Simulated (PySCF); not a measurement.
Dipole response of Bi⁺ (bismuth, charge +1)

[Xe] 4f14 5d10 6s2 6p2, high-spin 3P determinant. Calculation: PySCF 2.14, in aug-cc-pV5Z-PP with ECP60MDF; scalar relativity through the core potential. Coupled (time-dependent) response in atomic units; α is the mean over directions.

```json
{"method": "MN15", "mean α (bohr³)": "26.49", "α xx, yy, zz": "22.80, 28.33, 28.33", "C₆ (like pair)": "241.2", "S(−4)": "183.3"}
```

S(−4) is the Cauchy moment in α(ω) = α(0) + S(−4) ω² + …

Spin-orbit coupling is absent.

α(iu) at MN15:

```csv
u (hartree),α(iu) (bohr³)
0,26.49
0.0500,26.04
0.100,24.81
0.200,21.10
0.300,17.27
0.500,11.63
0.750,7.752
1.00,5.650
1.50,3.528
2.00,2.471
3.00,1.424
5.00,0.6426
```

For an ion, C₆ is the dispersion term alone; charge-induced terms of lower order in 1/R come first.

The components differ because the open shell of this determinant is not spherical; for a pure term their mean is the scalar polarisability.

Energies and moments cover only the electrons outside the core potential. Spin-orbit coupling is strong in this species (close to jj coupling), so the high-spin LS determinant is a model state, not a physical level.
